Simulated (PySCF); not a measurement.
H₄Pb, SMILES [PbH4].

Geometry optimised at PBE0-D3(BJ)/def2-TZVPD. The def2 effective core potentials stand for the cores of Pb; spin–orbit coupling is left out.

The numbers are results of ωB97X/def2-TZVPD in PySCF, not measurements.

The molecule is in vacuum.

Q: Estimate the frontier levels, gap, dipole moment and polarisability. (The exact figures need the calculation; the answer reports its results.)

A: 
| Property | Result |
|---|---|
| highest occupied level | -11.27 eV |
| lowest empty level | 1.03 eV |
| orbital gap | 12.30 eV |
| dipole moment | 0.00 D |
| quadrupole, principal values (traceless, Buckingham form, about the centre of nuclear charge) | 0.00, 0.00, 0.00 D·Å |
| mean static polarisability | 50.1 bohr³ (7.42 Å³) |
| polarisability, principal values | 50.1, 50.1, 50.1 bohr³ |
